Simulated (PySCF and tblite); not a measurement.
Values are calculated unless marked as measured or tabulated.
## Conformer ensemble of C6H11NSi, numbered as in [N:1]#[C:2][C@@H:3]1[CH2:4][CH2:5][CH2:6][SiH2:7][CH2:8]1

The ensemble was built from 60 distance-geometry starts (ETKDG and KDG, MMFF94s, GFN2-xTB) and rests on GFN2-xTB geometries. Energies: B3LYP-D3(BJ)/def2-SVP (IEF-PCM, water), with GFN2-xTB thermal terms (modes under about 100 cm⁻¹ blended into free rotors). Symmetry numbers and mirror images are counted. Conformers within 2.5 kcal/mol (GFN2-xTB free energy) were kept, 3 at most. GIAO shieldings: WP04/pcSseg-1 (IEF-PCM, water). Shifts are against TMS (¹H), TMS (¹³C), TMS (²⁹Si) at the same level; of two unlike H on one atom, a is the less shielded. Run with PySCF (density fitting) and tblite.

The 6-ring runs over atoms 3–4–5–6–7–8.

```csv
conformer,shape,symmetry,E(GFN2) kcal/mol,E(DFT) kcal/mol,G(298.15 K) kcal/mol,weight %,dipole D
1,6-ring chair (all substituents equatorial),C1,0.00,0.00,0.00,70.7,4.85
2,6-ring chair (C2 axial),C1,0.36,0.34,0.52,29.3,5.05
```

Weights (%) against temperature:

```tsv
T (K)	1	2	S(mix) cal/mol/K
250	72.9	27.1	1.16
298.15	70.7	29.3	1.20
350	69.0	31.0	1.23
```

Averaged shifts at 298.15 K. ¹H: 3.50 (H7a, 1H), 3.41 (H7b, 1H), 2.85 (H3, 1H), 2.02 (H5a, 1H), 1.89 (H4a, 1H), 1.64 (H4b, 1H), 1.63 (H5b, 1H), 1.27 (H8a, 1H), 1.13 (H8b, 1H), 0.87 (H6a, 1H), 0.84 (H6b, 1H) ppm. ¹³C: 130.2 (C2), 37.5 (C4), 30.8 (C3), 29.9 (C5), 17.1 (C8), 12.7 (C6) ppm. ²⁹Si: -45.5 (Si7) ppm.

Coordinates of conformer 1 (Å):

```xyz
19

N     3.491   -1.266   -0.713
C     2.525   -0.697   -0.490
C     1.284   -0.005   -0.229
C     0.628   -0.601    1.025
C    -0.554    0.226    1.526
C    -1.754    0.167    0.581
Si   -1.273    0.762   -1.159
C     0.390   -0.109   -1.472
H     1.526    1.049   -0.039
H     1.381   -0.663    1.817
H     0.296   -1.619    0.805
H    -0.238    1.265    1.654
H    -0.846   -0.149    2.511
H    -2.118   -0.861    0.538
H    -2.566    0.765    0.994
H    -2.260    0.373   -2.168
H    -1.066    2.217   -1.158
H     0.231   -1.165   -1.702
H     0.912    0.320   -2.328
```

Coordinates of conformer 2 (Å):

```xyz
19

N    -1.288    0.152    2.776
C    -1.335    0.181    1.633
C    -1.402    0.227    0.193
C    -0.879   -1.091   -0.404
C     0.538   -1.450    0.040
C     1.592   -0.503   -0.534
Si    1.231    1.291   -0.022
C    -0.642    1.455   -0.328
H    -2.467    0.324   -0.068
H    -0.910   -1.009   -1.494
H    -1.556   -1.897   -0.109
H     0.751   -2.473   -0.283
H     0.586   -1.436    1.132
H     2.579   -0.817   -0.194
H     1.595   -0.596   -1.622
H     1.534    1.502    1.395
H     1.950    2.249   -0.868
H    -1.043    2.352    0.146
H    -0.845    1.548   -1.397
```

Unscaled ²⁹Si shifts at such levels can be off by tens of ppm; differences between conformers or isomers are more reliable. Shifts are unscaled: against experiment ¹³C can be off by 15 ppm or more and ¹H by 0.8 ppm.

Search and properties took 2.5 min on 1 thread of Intel Xeon Platinum 8259CL @ 2.50GHz (shared host) (rough), launched as `OMP_NUM_THREADS=1 python ens_run.py task.json out`.
